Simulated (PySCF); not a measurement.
PySCF input file for C₄H₉FSi, SMILES C1CCC1(F)[SiH3], PBE0-D3(BJ)/def2-SVP. The structure is a stationary point at PBE0-D3(BJ)/def2-SVP. This is a generated structure with no PubChem entry under its InChIKey; it may be hypothetical.

```python
import numpy as np
from pyscf import gto, scf, dft, df
from pyscf.hessian import thermo

mol = gto.M(
    atom='''
    F     1.74130324   -0.32745921   -0.00000000
    C     0.39712104    0.01313623   -0.00000000
    Si   -0.58575290   -1.62139601    0.00000000
    C    -0.01413004    1.03159776    1.07386966
    C    -0.85540753    1.74691604    0.00000000
    C    -0.01413005    1.03159776   -1.07386966
    H    -2.05148056   -1.32139724    0.00000000
    H    -0.24345164   -2.40750664   -1.22161828
    H    -0.24345163   -2.40750664    1.22161829
    H    -0.50481836    0.67412579    1.99252962
    H     0.87334156    1.62179577    1.35162781
    H    -0.84922236    2.84565384    0.00000000
    H    -1.90134919    1.40610386    0.00000001
    H     0.87334155    1.62179577   -1.35162782
    H    -0.50481837    0.67412579   -1.99252962
    ''',
    basis='def2-SVP',
    charge=0,
    spin=0,
    max_memory=1600,
    verbose=3,
)
mf = dft.RKS(mol, xc='pbe0').density_fit(auxbasis='def2-universal-jkfit')
mf.disp = 'd3bj'
mf.grids.level = 3
mf.conv_tol = 1e-11
mf.max_cycle = 100
mf.kernel()

# [left out here: the lines that compute and print the analytic Hessian (its translational invariance restored by hand, since the grid's response is missing), thermochemistry and intensities]
```

Program output:

```
converged SCF energy = -546.45936728866

WARN: DFTD3 does not support analytical Hessian, using finite difference


WARN: Mole.unit (angstrom) is changed to Bohr

Mode                                 0                   1                   2
Irrep
Freq [cm^-1]                      146.6481            155.1722            190.1516
Reduced mass [au]                   2.5564              1.0446              2.2305
Force const [Dyne/A]                0.0324              0.0148              0.0475
Char temp [K]                     210.9940            223.2583            273.5858
Normal mode                   x     y     z       x     y     z       x     y     z
       0   F                 0.05 -0.02 -0.00   -0.00 -0.00  0.03    0.00  0.00  0.05
       1   C                 0.06  0.01 -0.00   -0.00  0.00  0.01    0.00 -0.00  0.07
       2  Si                -0.04  0.07  0.00    0.00 -0.00 -0.01   -0.00  0.00 -0.06
       3   C                 0.03 -0.00 -0.01   -0.01  0.01 -0.00    0.08  0.10  0.01
       4   C                -0.09 -0.14 -0.00    0.00  0.00 -0.03   -0.00 -0.00  0.01
       5   C                 0.03 -0.00  0.01    0.01 -0.01 -0.00   -0.08 -0.10  0.01
       6   H                -0.02  0.18  0.00    0.00 -0.00  0.55   -0.00  0.00 -0.18
       7   H                -0.10  0.04  0.00   -0.42  0.26 -0.29    0.12  0.15 -0.12
       8   H                -0.10  0.04 -0.00    0.42 -0.26 -0.29   -0.12 -0.15 -0.12
       9   H                 0.13 -0.01  0.04   -0.03  0.03 -0.01    0.17  0.20  0.09
      10   H                -0.01  0.11 -0.09   -0.02  0.02 -0.00    0.11  0.12 -0.14
      11   H                -0.29 -0.14  0.00    0.00  0.00 -0.04   -0.00 -0.00 -0.09
      12   H                -0.03 -0.33 -0.00    0.00  0.00 -0.03   -0.00 -0.00  0.12
      13   H                -0.01  0.11  0.09    0.02 -0.02 -0.00   -0.11 -0.12 -0.14
      14   H                 0.13 -0.01 -0.04    0.03 -0.03 -0.01   -0.17 -0.20  0.09
[...]
Force const [Dyne/A]                1.5870              1.4661              1.9087
Char temp [K]                    1816.4875           1832.6335           1857.5639
Normal mode                   x     y     z       x     y     z       x     y     z
       0   F                 0.04  0.01  0.00    0.00 -0.00 -0.00    0.01 -0.00  0.00
       1   C                -0.14 -0.09 -0.00   -0.00  0.00  0.05   -0.03  0.10 -0.00
       2  Si                 0.01  0.01 -0.00    0.00 -0.00 -0.00   -0.00 -0.00 -0.00
       3   C                 0.03 -0.01 -0.00    0.02 -0.01 -0.05    0.06 -0.10 -0.00
       4   C                 0.04  0.04 -0.00   -0.00  0.00  0.15   -0.04  0.04 -0.00
       5   C                 0.03 -0.01  0.00   -0.02  0.01 -0.05    0.06 -0.10  0.00
       6   H                 0.01 -0.01  0.00    0.00  0.00 -0.00    0.00  0.02 -0.00
       7   H                -0.02 -0.03  0.03   -0.01 -0.01  0.00   -0.01 -0.02  0.01
       8   H                -0.02 -0.03 -0.03    0.01  0.01  0.00   -0.01 -0.02 -0.01
       9   H                 0.08 -0.18 -0.04   -0.12  0.09 -0.09   -0.26  0.37  0.01
      10   H                -0.26  0.40  0.05    0.03 -0.04  0.01   -0.09  0.14 -0.04
      11   H                -0.09  0.04 -0.00    0.00  0.00 -0.40   -0.05  0.04  0.00
      12   H                 0.08 -0.07  0.00   -0.00 -0.00 -0.62   -0.03 -0.01  0.00
      13   H                -0.26  0.40 -0.05   -0.03  0.04  0.01   -0.09  0.14  0.04
      14   H                 0.08 -0.18  0.04    0.12 -0.09 -0.09   -0.26  0.37 -0.01
Mode                                27                  28                  29
Irrep
Freq [cm^-1]                     1441.9171           1454.8996           1484.2648
Reduced mass [au]                   1.0992              1.0821              1.1618
Force const [Dyne/A]                1.3465              1.3495              1.5080
Char temp [K]                    2074.5977           2093.2766           2135.5266
Normal mode                   x     y     z       x     y     z       x     y     z
       0   F                -0.00 -0.00  0.00    0.00  0.00  0.00    0.01 -0.00 -0.00
       1   C                 0.00 -0.00 -0.00   -0.01  0.00  0.00   -0.03  0.02  0.00
       2  Si                -0.00 -0.00  0.00    0.00  0.00  0.00    0.00 -0.00  0.00
       3   C                 0.02  0.01  0.06   -0.01 -0.01 -0.03   -0.01 -0.01 -0.06
       4   C                 0.00 -0.00 -0.00   -0.05  0.03  0.00    0.05 -0.05  0.00
       5   C                -0.02 -0.01  0.06   -0.01 -0.01  0.03   -0.01 -0.01  0.06
       6   H                 0.00 -0.00 -0.01   -0.00  0.00 -0.00    0.01  0.00 -0.00
       7   H                -0.00  0.00  0.00    0.00 -0.00  0.00   -0.01 -0.00  0.00
       8   H                 0.00 -0.00  0.00    0.00 -0.00 -0.00   -0.01 -0.00 -0.00
       9   H                -0.33 -0.24 -0.24    0.21  0.15  0.15    0.24  0.18  0.16
      10   H                 0.10  0.10 -0.46   -0.07 -0.06  0.30   -0.08 -0.07  0.35
      11   H                -0.00  0.00  0.00    0.51  0.01  0.00   -0.41 -0.03  0.00
      12   H                -0.00  0.00  0.02    0.14 -0.51  0.00   -0.11  0.41 -0.00
      13   H                -0.10 -0.10 -0.46   -0.07 -0.06 -0.30   -0.08 -0.07 -0.35
      14   H                 0.33  0.24 -0.24    0.21  0.15 -0.15    0.24  0.18 -0.16
Mode                                30                  31                  32
Irrep
Freq [cm^-1]                     2225.8891           2243.8201           2250.1710
Reduced mass [au]                   1.0324              1.0372              1.0518
Force const [Dyne/A]                3.0136              3.0767              3.1378
Char temp [K]                    3202.5588           3228.3576           3237.4951
Normal mode                   x     y     z       x     y     z       x     y     z
       0   F                -0.00 -0.00 -0.00    0.00 -0.00  0.00   -0.00 -0.00 -0.00
       1   C                 0.00  0.00 -0.00   -0.00  0.00 -0.00    0.00  0.00  0.00
       2  Si                -0.03  0.00  0.00   -0.02  0.03 -0.00   -0.00  0.00  0.04
       3   C                -0.00 -0.00  0.00    0.00 -0.00 -0.00    0.00  0.00 -0.00
       4   C                 0.00  0.00  0.00    0.00  0.00 -0.00   -0.00 -0.00  0.00
       5   C                -0.00 -0.00 -0.00    0.00 -0.00  0.00   -0.00 -0.00 -0.00
       6   H                 0.93 -0.19  0.00    0.23 -0.04 -0.00    0.00 -0.00  0.01
       7   H                -0.05  0.09  0.14    0.15 -0.35 -0.56    0.16 -0.37 -0.56
       8   H                -0.05  0.09 -0.14    0.15 -0.35  0.56   -0.16  0.37 -0.56
       9   H                -0.00 -0.00  0.00   -0.00  0.00 -0.00   -0.00 -0.00 -0.00
      10   H                 0.00 -0.00 -0.00   -0.00  0.00  0.00   -0.00  0.00 -0.00
      11   H                 0.00  0.00 -0.00    0.00 -0.00  0.00    0.00 -0.00 -0.00
      12   H                -0.00 -0.00 -0.00   -0.00 -0.00  0.00   -0.00 -0.00 -0.00
      13   H                 0.00 -0.00  0.00   -0.00  0.00 -0.00    0.00 -0.00 -0.00
      14   H                -0.00 -0.00 -0.00   -0.00  0.00  0.00    0.00  0.00 -0.00
Mode                                33                  34                  35
Irrep
Freq [cm^-1]                     3075.1633           3078.4102           3096.2797
Reduced mass [au]                   1.0594              1.0609              1.0632
Force const [Dyne/A]                5.9027              5.9234              6.0056
Char temp [K]                    4424.4753           4429.1469           4454.8571
Normal mode                   x     y     z       x     y     z       x     y     z
       0   F                -0.00 -0.00 -0.00    0.00  0.00 -0.00   -0.00  0.00 -0.00
       1   C                 0.00 -0.00  0.00   -0.00  0.00  0.00    0.00 -0.00 -0.00
       2  Si                -0.00 -0.00 -0.00    0.00  0.00 -0.00   -0.00 -0.00  0.00
       3   C                -0.01 -0.01 -0.04   -0.01 -0.01 -0.04    0.01  0.00  0.01
       4   C                -0.00 -0.00  0.00   -0.00  0.01  0.00   -0.06  0.03 -0.00
       5   C                 0.01  0.01 -0.04   -0.01 -0.01  0.04    0.01  0.00 -0.01
       6   H                 0.00  0.00  0.00   -0.00 -0.00  0.00    0.00 -0.00 -0.00
       7   H                 0.00  0.00  0.00   -0.00 -0.00 -0.00    0.00  0.00  0.00
       8   H                -0.00 -0.00  0.00   -0.00 -0.00  0.00    0.00  0.00 -0.00
       9   H                -0.22 -0.16  0.39   -0.22 -0.16  0.40    0.01  0.01 -0.02
      10   H                 0.40  0.27  0.11    0.38  0.26  0.11   -0.10 -0.07 -0.03
      11   H                -0.00  0.00 -0.00   -0.00 -0.13 -0.00   -0.03 -0.58  0.00
      12   H                -0.00 -0.00  0.00    0.08  0.03  0.00    0.71  0.25 -0.00
      13   H                -0.40 -0.27  0.11    0.38  0.26 -0.11   -0.10 -0.07  0.03
      14   H                 0.22  0.16  0.39   -0.22 -0.16 -0.40    0.01  0.01  0.02
Mode                                36                  37                  38
Irrep
Freq [cm^-1]                     3141.0739           3143.6299           3163.2667
Reduced mass [au]                   1.1106              1.1104              1.1092
Force const [Dyne/A]                6.4562              6.4656              6.5390
Char temp [K]                    4519.3060           4522.9835           4551.2365
Normal mode                   x     y     z       x     y     z       x     y     z
       0   F                -0.00 -0.00 -0.00   -0.00 -0.00  0.00   -0.00 -0.00 -0.00
       1   C                 0.00  0.00 -0.00   -0.00  0.00  0.00    0.00  0.00 -0.00
       2  Si                 0.00 -0.00  0.00    0.00 -0.00 -0.00    0.00 -0.00  0.00
       3   C                 0.05  0.03 -0.02    0.05  0.03 -0.02    0.02  0.01 -0.01
       4   C                -0.01 -0.03 -0.00   -0.00  0.00  0.00    0.05  0.07 -0.00
       5   C                 0.05  0.03  0.02   -0.05 -0.03 -0.02    0.02  0.01  0.01
       6   H                -0.00 -0.00  0.00   -0.00 -0.00  0.00   -0.00  0.00 -0.00
       7   H                -0.00 -0.00 -0.00    0.00  0.00  0.00   -0.00  0.00  0.00
       8   H                -0.00 -0.00  0.00   -0.00 -0.00  0.00   -0.00  0.00 -0.00
       9   H                -0.20 -0.14  0.37   -0.21 -0.16  0.40   -0.07 -0.05  0.12
      10   H                -0.34 -0.23 -0.11   -0.37 -0.25 -0.12   -0.16 -0.10 -0.05
      11   H                 0.00  0.33 -0.00   -0.00 -0.00  0.00   -0.01 -0.67  0.00
      12   H                 0.13  0.04  0.00    0.00  0.00 -0.00   -0.54 -0.17  0.00
      13   H                -0.34 -0.23  0.11    0.37  0.25 -0.12   -0.16 -0.10  0.05
      14   H                -0.20 -0.14 -0.37    0.21  0.16  0.40   -0.07 -0.05 -0.12
temperature 298.1500 [K]
pressure 101325.00 [Pa]
Rotational constants [GHz] 3.86604 2.40388 1.97289
Symmetry number 1
Zero-point energy (ZPE) 0.11781 [Eh]   309310.097 [J/mol]
                           tot       elec      trans        rot        vib
Entropy [J/mol/K]       343.288      0.000    166.693    114.070     62.526
Cv [J/mol/K]            111.555      0.000     12.472     12.472     86.612
Cp [J/mol/K]            119.870      0.000     20.786     12.472     86.612
Internal energy [J/mol]                      3718.434   3718.434 320579.726
Internal energy [Eh]   -546.33443  -546.45937
Enthalpy [J/mol]                             6197.391   3718.434 320579.726
Enthalpy [Eh]          -546.33349
Gibbs free energy [J/mol]                  -43502.161 -30291.410 301937.728
Gibbs free energy [Eh] -546.37247
mode   freq/cm-1   IR/(km/mol)
   1      146.65         0.034
   2      155.17         0.003
   3      190.15         0.037
   4      221.98         1.834
   5      353.18         7.325
   6      385.04         5.637
   7      545.01         0.452
   8      606.31        23.592
   9      638.79        29.169
  10      674.74        16.306
  11      801.68         0.137
  12      811.88        18.033
  13      908.82       213.120
  14      933.17        33.578
  15      939.14        43.849
  16      939.52        12.467
  17      957.31         0.794
  18      994.08        15.537
  19     1026.49         0.667
  20     1093.05         1.046
  21     1150.08        26.298
  22     1175.70        15.733
  23     1201.02         0.807
  24     1237.53         0.051
  25     1262.52        19.078
  26     1273.74         0.835
  27     1291.07        14.081
  28     1441.92         8.191
  29     1454.90         4.227
  30     1484.26         5.728
  31     2225.89        68.919
  32     2243.82        94.438
  33     2250.17       101.949
  34     3075.16        31.257
  35     3078.41         4.118
  36     3096.28        18.238
  37     3141.07         7.295
  38     3143.63         9.373
  39     3163.27        20.373
max |gradient| / (hartree/bohr): 9.387209076323308e-05
APT charges: [-0.531   0.3229  0.972  -0.0189  0.055  -0.0189 -0.2425 -0.2426 -0.2426
 -0.0065 -0.0115 -0.0097 -0.0076 -0.0115 -0.0065]
```

The run converged.

Cost: around 5 core-minutes (rough).
